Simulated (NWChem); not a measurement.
C₂H₇FOSi; SMILES FC[SiH2]CO

```xyz
12

O      0.9745    -2.0586     0.2378
C     -0.2780    -1.7310    -0.3716
Si    -0.8160     0.0339     0.1388
C      0.5753     1.2403    -0.3699
F      0.3413     2.5135     0.1487
H      0.8220    -2.1016     1.2000
H     -0.1162    -1.7671    -1.4707
H     -1.0754    -2.4857    -0.1620
H     -2.1290     0.4489    -0.4700
H     -0.9373     0.0666     1.6404
H      0.6604     1.3043    -1.4798
H      1.5488     0.8515     0.0071
```
Atoms are numbered in this order, from 1.

Program: NWChem. Medium grid unless said otherwise, to which SCAN and Minnesota functionals are sensitive. Geometry: optimised at PBE-D3(BJ)/def2-SVP. No frequency run checked for a minimum. Hybrids' shares of exact exchange are those that their runs print; pure functionals count as 0. The functionals differ in more than this share.

| row | share of exact exchange | orbital gap (eV) |
|---|---|---|
| PBE/def2-SVP | 0.00 | 5.76 |
| HCTH/407/def2-SVP | 0.00 | 5.89 |
| B3LYP/def2-SVP | 0.20 | 7.75 |
| MPW1K/def2-SVP | 0.43 | 10.11 |
| M06-2X/def2-SVP | 0.54 | withheld |

Fit a straight line of the last column on the one before it, predict the withheld value, and compare with the run.


1. Means of the 4 shown rows: x = 0.158, y = 7.377. Slope Σ(x − x̄)(y − ȳ)/Σ(x − x̄)² = 1.249/0.1257 = 9.942; intercept 5.812.
2. The shown rows scatter about the line by 0.054 (root mean square); the largest residual is +0.08, at HCTH/407/def2-SVP.
3. At x = 0.54 (M06-2X/def2-SVP; beyond the shown range) the line gives 11.18.
4. The run gives 10.48, -0.70 from the line, 12.9 times the scatter.
